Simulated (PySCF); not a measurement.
## Computed properties of C₅H₇F, SMILES C#C[C@H](F)CC

C₅H₇F, SMILES F[C@@H](C#C)CC. Coordinates come from a B3LYP-D3(BJ)/def2-SVP optimisation. The structure was generated by enumeration; whether it is a known compound was not checked. The values are those of a single conformer. All values are computed for the isolated molecule unless a solvent is named; none is compared with measurement here.

**Structure.** All 33 harmonic modes at B3LYP-D3(BJ)/def2-SVP (PySCF) are real, so it is a minimum. With heavy atoms numbered as in [CH:1]#[C:2][C@H:3]([F:4])[CH2:5][CH3:6], the shortest bond between them is C1–C2 at 1.210 Å and the longest C3–C5 at 1.530 Å.

**Vibrations.** The strongest infrared lines (harmonic, unscaled, degenerate partners summed) lie at 991 cm⁻¹ (63 km/mol, H 44 %, C 36 %, F 20 %), 3469 cm⁻¹ (63 km/mol, H 85 %, C 15 %), 693 cm⁻¹ (37 km/mol, H 77 %, C 23 %). The softest mode is at 105 cm⁻¹ and the zero-point energy is 66.2 kcal/mol.

**Electronic structure.** M06-2X/def2-TZVP (PySCF) places the frontier levels at -9.33 and 1.21 eV, a gap of 10.54 eV, and gives a dipole moment of 1.87 D and a mean polarisability of 57.3 bohr³. PBE/def2-TZVP (PySCF) at the same geometry gives -6.79 and -0.81 eV, so its gap is 4.56 eV narrower. An orbital gap is neither the optical nor the fundamental gap.

**Excitations.** TDDFT-ωB97X/def2-SVPD (PySCF) has S1 at 6.23 eV (199 nm, f = 0.000, dark); the most intense of the 10 singlets computed lies at 9.52 eV (f = 0.26). T1 (TDA) is at 5.34 eV. TDDFT-PBE/def2-SVPD (PySCF) puts S1 at 6.05 eV. No vertical singlet excitation falls in the visible range (under 3.1 eV).

**NMR.** GIAO shifts at PBE0/pcSseg-1 (PySCF) (non-relativistic, atoms alike by connectivity averaged): ¹³C from 10.2 to 85.9 ppm against TMS; ¹H from 1.5 to 5.5 ppm against TMS; ¹⁹F at -218.1 ppm against CFCl3.
